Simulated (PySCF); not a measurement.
**Electron correlation in Mn⁺ (manganese, charge +1)**

[Ar] 3d5 4s1, high-spin 7S determinant. All numbers are calculated (PySCF 2.14, no relativity, point nucleus, in aug-cc-pVTZ). Frozen: [Ar]; 6 electrons correlated.

| level | correlation energy (mhartree) |
| --- | --- |
| CCSD | -91.96 |
| (T) | -1.45 |
| CCSD(T) | -93.41 |

Diagnostics: T1 = 0.0086, D1 = 0.0202, largest double amplitude 0.020.

Task: Is a single reference adequate?

Result: Yes: T1 lies below 0.03 and no double amplitude reaches 0.07.
